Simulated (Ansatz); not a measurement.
A nudged elastic band was laid between two geometries of CH₆AlFOSi (11 atoms, charge 0, multiplicity 1).

Computed with RKS PBE/def2-SVP in Ansatz.

| Item | Value |
| --- | --- |
| movable images | 1 |
| climbing image | yes |
| spring | 5.0 eV/Å² |
| optimiser | quadratic models (default) |
| start path | through a guess of the saddle point |
| force threshold | 0.05 eV/Å |
| iteration limit | 60 |
| end points | relaxed |

Initial state:

```xyz
11
Properties=species:S:1:pos:R:3
O -0.925 1.529 1.050
Si 0.244 0.585 0.261
Al 0.460 -1.635 1.360
C -0.080 0.413 -1.626
F -0.059 1.655 -2.255
H -1.746 1.052 1.264
H 1.510 1.390 0.377
H 1.726 -2.601 1.149
H -0.720 -2.122 2.340
H -1.058 -0.082 -1.832
H 0.712 -0.240 -2.069
```

Final state:

```xyz
11
Properties=species:S:1:pos:R:3
O -0.273 1.295 0.989
Si 1.370 0.508 0.068
Al 0.590 -1.601 1.148
C 0.168 0.329 -1.530
F -0.522 1.588 -1.594
H -0.811 0.524 1.345
H -0.751 1.665 0.198
H 1.028 -3.075 1.627
H -0.863 -1.073 1.787
H -0.638 -0.437 -1.558
H 0.767 0.220 -2.460
```

Question: What changes between the two ends?

Answer: Bonds broken: Si2–H7. Bonds formed: O1–H7.

Question: Give the energies along the band, and the barrier.

Answer: The forces met the threshold. The highest image is number 1 of 0 to 2, 2.28 eV above the first end and 0.51 eV above the last; the last end lies 1.77 eV above the first. Neighbouring images differ by up to 2.3 eV, so the band resolves the path poorly. The order of the stationary point at the top wasn't checked. So few images can step over the top or miss a turn of the path. The orbitals stay closed-shell, which can raise the energy where a bond breaks towards radicals; this wasn't checked here.

```csv
image,path coordinate (Å),energy (eV),Si2–H7 (Å),O1–H7 (Å)
0,0.00,0.00,1.51,2.53
1,4.45,2.28,1.77,1.19
2,8.13,1.77,2.42,1.00
```

Question: What is the geometry of the highest image?

Answer: 
```xyz
11
Properties=species:S:1:pos:R:3:forces:R:3
O -0.594 0.611 1.181 0.01 0.03 -0.02
Si 1.376 0.487 0.020 -0.02 -0.02 0.03
Al 0.250 -1.230 1.397 0.02 -0.02 -0.01
C 0.286 0.320 -1.628 -0.01 -0.01 -0.02
F -0.917 1.062 -1.422 0.01 -0.01 0.00
H -1.159 0.744 0.368 0.02 0.00 0.01
H 0.241 1.438 0.992 -0.02 0.02 0.01
H -0.790 -2.113 0.555 -0.01 0.00 0.00
H 0.586 -1.413 2.948 0.00 0.00 0.00
H -0.023 -0.716 -1.882 0.01 0.00 0.01
H 0.810 0.754 -2.509 -0.01 0.01 0.00
```

The band took 36 iterations and about 2 core-minutes.

Run time: 63 s on 2 threads of Intel(R) Xeon(R) Platinum 8375C CPU @ 2.90GHz (Ice Lake), with other jobs on the host, peak memory 0.17 GiB.
